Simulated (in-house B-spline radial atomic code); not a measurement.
## The tellurium ion Te³⁺: [Ne] 3s2 (3p1/2)2 (3p3/2)3 3d10 4s2 (4p1/2)2 (4p3/2)3 4d10 5s2 5p3 (with a hole in an inner shell)

Computed with a B-spline radial code for spherical atoms: Dirac-Kohn-Sham LDA VWN5, spherical fractional occupations, Fermi nucleus of rms radius 4.7423 fm.

Screening seen three ways: the hydrogenic charge with the same mean radius, Z_r = [3n² - l(l+1)]/(2<r>), the one with the same energy, Z_e = n√(-2ε), and Slater's rules. Values are occupation-weighted means over j. An effective charge above Z reflects the relativistic contraction of the inner shells.

| shell | electrons | ε (eV) | <r> (bohr) | Z_r | Z_e | Slater |
| --- | --- | --- | --- | --- | --- | --- |
| 1s | 2 | -31668 | 0.02783 | 53.89 | 48.24 | 51.70 |
| 2s | 2 | -4928.9 | 0.1195 | 50.22 | 38.07 | 47.85 |
| 2p | 6 | -4444.9 | 0.1045 | 47.85 | 36.15 | 47.85 |
| 3s | 2 | -1038.8 | 0.3205 | 42.12 | 26.21 | 41.10 |
| 3p | 5 | -883.67 | 0.3172 | 39.41 | 24.18 | 41.10 |
| 3d | 10 | -637.12 | 0.294 | 35.72 | 20.53 | 31.85 |
| 4s | 2 | -217.21 | 0.7462 | 32.16 | 15.98 | 25.45 |
| 4p | 5 | -167.03 | 0.7919 | 29.05 | 14.01 | 25.45 |
| 4d | 10 | -90.498 | 0.9022 | 23.28 | 10.32 | 14.85 |
| 5s | 2 | -49.016 | 1.794 | 20.91 | 9.49 | 9.15 |
| 5p | 3 | -36.511 | 2.05 | 17.81 | 8.19 | 9.15 |

The least bound orbital is 5p3/2 at -35.99 eV, and it is also the most diffuse (<r> = 2.071 bohr). The part-filled 3p shell lies below the filled 5s shell in orbital energy.

For the 1s electron the small component carries 3.66 % of the norm, the zero-frequency Breit interaction raises the level by 76.53 eV, self-energy by 43.8 eV, and vacuum polarisation lowers it by 5.95 eV.
